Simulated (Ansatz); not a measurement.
AlI3 (`[I][Al]([I])[I]`) at its PBE0-D4/def2-TZVP geometry, where that method's forces vanish. The species carries charge 0 and has multiplicity 1. I: def2 effective core potential.

```xyz
4

I     1.7107   -1.4471    0.9913
Al    0.0000    0.0000    0.0000
I    -2.3727   -0.5549    0.2565
I     0.6620    2.0020   -1.2478
```

Q: What forces (eV/Å) does ωB97M-V/def2-TZVPP give on these atoms in Ansatz 0.2.0? (Best estimate.)

A: Ansatz gave: 
```
I1  -0.067  0.056 -0.039
Al2  0.000  0.000  0.000
I3   0.092  0.022 -0.010
I4  -0.026 -0.078  0.049
```
